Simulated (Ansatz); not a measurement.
Start from `C1=C[SiH2]1` and change one atom or group to get `ClC1=C[SiH2]1`.

Ansatz, PBE0-D4/def2-TZVP geometries, multiplicity 1. 

```tsv
property	`C1=C[SiH2]1`
ideal-gas entropy at 298 K and 1 bar (rigid rotor, harmonic PBE0-D4/def2-TZVP) / J/(mol·K)	258
zero-point energy (PBE0-D4/def2-TZVP) / kJ/mol	122.9
size of the dipole moment (ωB97M-V/def2-TZVPP) / D	0.37
size of the dipole moment (B3LYP/def2-TZVPP) / D	0.38
LUMO energy (ωB97M-V/def2-TZVPP) / eV	1.80
LUMO energy (PBE0/def2-TZVPP) / eV	-0.26
```

(1) Give the same properties after the change, and the shifts. (An estimate is asked.)

Answers

(1) Ansatz gave: 
| property | `ClC1=C[SiH2]1` | shift |
| --- | --- | --- |
| ideal-gas entropy at 298 K and 1 bar (rigid rotor, harmonic PBE0-D4/def2-TZVP) / J/(mol·K) | 296 | 38 |
| zero-point energy (PBE0-D4/def2-TZVP) / kJ/mol | 100.9 | -22.0 |
| size of the dipole moment (ωB97M-V/def2-TZVPP) / D | 1.30 | 0.93 |
| size of the dipole moment (B3LYP/def2-TZVPP) / D | 1.28 | 0.90 |
| LUMO energy (ωB97M-V/def2-TZVPP) / eV | 1.28 | -0.52 |
| LUMO energy (PBE0/def2-TZVPP) / eV | -0.51 | -0.25 |

With PBE0 the HOMO falls by 0.31 eV and the LUMO falls by 0.25 eV, so the gap widens by about 0.06 eV. PBE moves the HOMO by -0.25 eV and ωB97M-V by -0.29 eV. Dipoles are sizes alone; their direction can turn.

B3LYP here is the variant with VWN-RPA as its local correlation; programs differ in this.
